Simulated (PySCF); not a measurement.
C2H6O2Te.
Bonds: C1–Te2, Te2–C3, Te2–O4 (double), Te2–O5 (double). Hydrogens: H6, H7, H8 on C1; H9, H10, H11 on C3.

Theory: PySCF 2.14.0, PBE0-D3(BJ)/def2-SVP geometry optimisation, gas phase, def2 core potentials past Kr.

Q: Give the optimised bond lengths and angles.

A: 
```
                  bond  length (Å)   order
        C1–Te2, Te2–C3       2.127  single
        Te2=O4, Te2=O5       1.817  double
C1–H6 and 5 like bonds       1.098  single
```

Bonds in one row agree within 0.01 Å and their mean is given. Orders are formal, as drawn. A selection of angles:
```
    angle  degrees
Te2–C1–H6    108.3
Te2–C1–H8    108.6
 H6–C1–H7    110.4
 H6–C1–H8    112.0
C1–Te2–C3    100.2
C1–Te2–O4    108.1
O4–Te2–O5    122.8
```

Te2 (tellurium bonded to 2 C and 2 O) is distorted tetrahedral (angles from 100.2° to 122.8°).

Point group: C2v (tolerance 0.08 Å). No PBE0-D3(BJ)/def2-SVP frequencies stand behind this structure, so it isn't proved a minimum.

The run took 25 s on Arm Neoverse V2, one thread (shared host), and the process peaked at 0.47 GiB of memory. This is the geometry optimisation.
